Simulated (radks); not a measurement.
Spherical jellium clusters: N electrons in a uniform positive sphere of charge N and radius rs N^(1/3), rs = 2.58 bohr. Calculated with a radial shooting solver with Libxc functionals: non-relativistic Kohn-Sham, PBEsol, spin-polarised, spherical densities. Levels are named by radial order and angular momentum (1s, 1p, 1d, 2s, ...), and open shells are averaged over m.

N = 13, configuration 1s2 1p6 1d(up 5, down 0). This is the lowest configuration that the search found. Occupied and some empty levels:

level,occupation,eigenvalue (eV),<r> (bohr)
1s up,1,-8.5717,3.902
1s down,1,-8.0893,3.627
1p up,3,-6.2597,4.805
1p down,3,-5.4303,4.659
1d up,5,-3.5740,5.616
2s up,0,-2.8754,5.472
1d down,0,-2.5911,5.618
2s down,0,-2.3142,5.584
1f up,0,-0.79710,6.819

Energy (eV): total -14.6941, kinetic 49.545, external -872.27, Hartree 420.08, exchange-correlation -66.889, background 454.84.

Electron density:

r (bohr),n(r) (e/bohr^3)
0.469,0.008684
1.25,0.01022
2.03,0.01255
2.82,0.01458
3.60,0.01509
4.38,0.01329
5.17,0.009560
5.95,0.005505
6.73,0.002617
7.51,0.001103
8.29,0.0004357
9.08,0.0001677
9.86,0.00006444
